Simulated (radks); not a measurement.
The numbers below are computed, except where a source is named.
Q: These are the eigenvalues of the occupied orbitals of an atom or ion with whole-number occupations (hartree). Level of theory: scalar-relativistic Kohn-Sham, exchange-only LDA, spin-polarised, spherical densities, finite nucleus; Fermi nuclear charge, rms radius of each element as measured or else 0.836 A^(1/3) + 0.57 fm (a radial shooting solver on a logarithmic mesh with Libxc functionals).

1s: -3234.631
2s: -579.0951
2p: -497.2401
3s: -139.4174
3p: -115.9342
3d: -91.87461
4s: -31.95896
4p: -24.25711
4d: -15.32090
5s: -5.85927
4f: -5.44761
5p: -3.71663
5d: -1.33900
6s: -0.97463

Which element is it, and in what charge state? The configuration may be excited. Open shells, if any, are filled with parallel spins first.

A: Z = 82, lead, charge +2: Pb2+ in [Hg]. The list shows which subshells hold electrons but not how many an open one holds; the 1s level, -3234.6 hartree, gives Z - s = 80.4 by -(Z - s)^2/2, which with screening and relativity narrows Z to a few neighbours, and the depths of the outer levels then fix element, charge and occupations together.
